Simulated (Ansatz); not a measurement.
Input for Ansatz (a program for electronic structure): R-CCSD(T)/def2-TZVPP on AlH3Se2 (SMILES [SeH][AlH][SeH]), a point of a torsion scan. The run froze 33 orbitals, filled d shells among them.

Ansatz 0.2 input:
```yaml
crystal:
  periodic: [false, false, false]
  atoms:
    - {symbol: Se, position_ang: [-2.22978213, -0.29342556, -0.67650039]}
    - {symbol: Al, position_ang: [-0.26520611, 0.72376872, -0.03924035]}
    - {symbol: Se, position_ang: [1.26375350, -0.15493417, 1.45386692]}
    - {symbol: H, position_ang: [-2.31737024, -0.94366098, 0.61413463]}
    - {symbol: H, position_ang: [0.11935161, 2.08342171, -0.63097749]}
    - {symbol: H, position_ang: [2.03457244, 1.05520024, 1.33891341]}
basis:
  gaussian:
    orbitals: def2-TZVPP
magnetization: {spin_polarized: false}
correlation: {method: ccsd_t, electrons: outside_noble_gas}
scf: {lower_state_search: off}
```

The log:

```
WARN ansatz: RAYON_NUM_THREADS=1 ignored (pool sized by the plan → 1); use --threads N
Functional definition: HF
these checks for a lower state are left out or cut short: stability, starts, cluster_reference, orbital_swaps, neighbouring_geometries, increment
integrals: 0.58 GiB planned
1126 factors; integrals over basis functions are off by at most 9.6e-4 eV
mean field: 0.74 GiB planned
mean field evaluation 1: about -137237.8551 eV, gradient 1.5e1 eV
mean field evaluation 2: about -137238.0313 eV, gradient 1.6e1 eV
mean field evaluation 4: about -137239.2004 eV, gradient 2.5e0 eV
mean field evaluation 8: about -137239.2319 eV, gradient 1.8e-1 eV
mean field evaluation 16: about -137239.2321 eV, gradient 2.4e-6 eV
mean field -137239.23209653 eV, -5043.4487554550 hartree, gradient 2.4e-6 eV, S^2 0.000000; 0 other end points of the search recorded, 0 dependent functions left out
33 core orbitals not correlated
reference -137239.23209653 eV, -5043.4487554550 hartree; 9, 9 occupied and 138, 138 virtual orbitals, 1126 factors
second order -10.55368992 eV of doubles, -0.00000000 eV of singles
coupled cluster: 1.27 GiB planned
cycle   1  -11.38282589 eV  change   -8.3e-1 eV  update   7.8e-2
cycle   2  -11.69875587 eV  change   -3.2e-1 eV  update   2.4e-2
cycle   3  -11.74098883 eV  change   -4.2e-2 eV  update   1.0e-2
cycle   4  -11.73669690 eV  change    4.3e-3 eV  update   3.1e-3
cycle   5  -11.73551861 eV  change    1.2e-3 eV  update   1.2e-3
cycle   6  -11.73529878 eV  change    2.2e-4 eV  update   3.9e-4
cycle   7  -11.73533623 eV  change   -3.7e-5 eV  update   1.2e-4
cycle   8  -11.73538366 eV  change   -4.7e-5 eV  update   4.2e-5
cycle   9  -11.73537850 eV  change    5.2e-6 eV  update   1.4e-5
perturbative correction -0.49760760 eV, -0.0182867420 hartree
Total energy: -137251.46508263 eV, -5043.8983094022 hartree
Checks for a lower state left out: stability, starts, cluster_reference, orbital_swaps, neighbouring_geometries, increment
```

The calculation finished and met its thresholds.

Cost: around 15 core-seconds (rough).
